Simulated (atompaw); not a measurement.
# What one change does to a pseudopotential (Pt, PAW (atompaw))

Pt, PAW, made with atompaw 4.2.0.5 (PBEsol, scalar-relativistic). Core [Kr] 4d10 4f14, reference 5s2 5p6 5d7 6s0 6p0 (charge +3). Waves: 5s (bound): rc 1.15 bohr; 6s (bound, empty): rc 1.95 bohr; 5p (bound): rc 1.80 bohr; 6p (bound, empty): rc 1.90 bohr; 5d (bound): rc 1.95 bohr; 5d channel at -1.6 Ry: rc 1.95 bohr. Local part: troulliermartins scheme with l = 3 at 0 Ry, radius 1.30 bohr. Core correction: smooth core density matched at 1.15 bohr. Augmentation charge: sinc compensation charge, radius 1.55 bohr; PAW radius 1.95 bohr; waves and projectors: custom polynom vanderbiltortho.

Change: wave 6s (bound): rc 1.95 bohr becomes 6s (bound): rc 1.14 bohr.

Cutoffs: the cutoffs (Ry, on a coarse ladder) from which the occupation-weighted sum of valence levels, in a spherical-Bessel basis at the reference potential, stays within 10 and 1 mRy of its value at 400 Ry; they do not see the model core or the augmentation charge, which bear on the density cutoff.

What does the change do?

The potential gets harder (45 Ry and 80 Ry → 80 Ry and 90 Ry); both files keep a bound ghost (s).

| quantity | base | changed |
| --- | --- | --- |
| cutoff, loose | 45 Ry | 80 Ry |
| cutoff, tight | 80 Ry | 90 Ry |
| bound ghosts | s | s |
| s: phases at 1.96 bohr within 0.05 rad from the reference energy up to (Ry; the scan ends near 5) | to the end of the scan | to the end of the scan |
| p: phases at 1.96 bohr within 0.05 rad from the reference energy up to (Ry; the scan ends near 5) | -0.2 | -0.2 |
| d: phases at 1.96 bohr within 0.05 rad from the reference energy up to (Ry; the scan ends near 5) | 2.4 | 2.4 |
| lowest overlap eigenvalue by channel | s 0.15, p 0.79, d 0.92 | s 0.16, p 0.79, d 0.92 |

 A true bound ghost makes a file unfit for plane-wave use even where its test errors are small: the radial tests pick states by their node count and pass the ghost by. The cutoffs see the waves, projectors and local potential, not the compensation charge or the core.
